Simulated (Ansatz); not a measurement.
## A ladder of methods for [GeH5]− (SMILES [H][Ge-]([H])([H])([H])[H])

[GeH5]− has 6 atoms, charge -1, and is taken as a singlet. SMILES: `[H][Ge-]([H])([H])([H])[H]`. Geometry: a GFN2-xTB relaxation, a rough one for these elements and not checked as a minimum.

| atom | x (Å) | y (Å) | z (Å) |
| --- | --- | --- | --- |
| Ge | 0.0002 | -0.0010 | 0.0066 |
| H | -0.0235 | -0.0057 | 1.7687 |
| H | 0.0220 | 0.0095 | -1.7749 |
| H | 1.5149 | 0.0110 | 0.0157 |
| H | -0.7670 | 1.3041 | 0.0001 |
| H | -0.7465 | -1.3178 | -0.0161 |

Each level gives the energy change with the Ge1–H6 bond stretched from 1.514 to 2.271 Å (eV). The values are calculated.

```csv
level,kind,program,value (eV),less FCI/STO-3G,CPU time (all runs)
HF/STO-3G (restricted),Hartree–Fock,Ansatz,2.83,+0.86,0.2 s
SVWN5/STO-3G (restricted),LDA,Ansatz,1.98,+0.01,1.3 s
BLYP/STO-3G (restricted),GGA,Ansatz,1.83,-0.14,2 s
PBE/STO-3G (restricted),GGA,Ansatz,1.87,-0.10,1.9 s
r2SCAN/STO-3G (restricted),meta-GGA,Ansatz,2.07,+0.10,4.6 s
BHLYP/STO-3G (restricted),global hybrid,Ansatz,2.46,+0.49,2 s
wB97X/STO-3G (restricted),range-separated hybrid,Ansatz,2.35,+0.38,9 s
MP2/STO-3G (restricted),perturbation theory,Ansatz,2.38,+0.41,0.22 s
CCSDT/STO-3G (restricted),coupled cluster or CI,Ansatz,1.97,0.00,0.54 s
FCI/STO-3G,exact in the basis,Ansatz,1.97,0.00,4.2 s
```

FCI/STO-3G is exact within its basis and frozen core, so for wave-function methods in that basis the difference is their error; functionals converge differently with the basis, so for them it is only a difference. A spin-restricted reference rises too steeply as a bond breaks; here HF/STO-3G, BHLYP/STO-3G, MP2/STO-3G lie well above the multireference or unrestricted value. All-electron rows without a relativistic Hamiltonian named are non-relativistic. Sets without diffuse functions describe the anion poorly. The first shape isn't each level's own minimum. The values span 1.83 to 2.83 eV. All rows use very small basis sets, so none should be taken for the real molecule's value. In the correlated wave-function rows the outer d shell of Ge is correlated, in sets not made for it. In so small a basis fixed costs decide the times, and correlated methods can beat functionals. CPU times are rough (shared hosts, several kinds of processor and program).
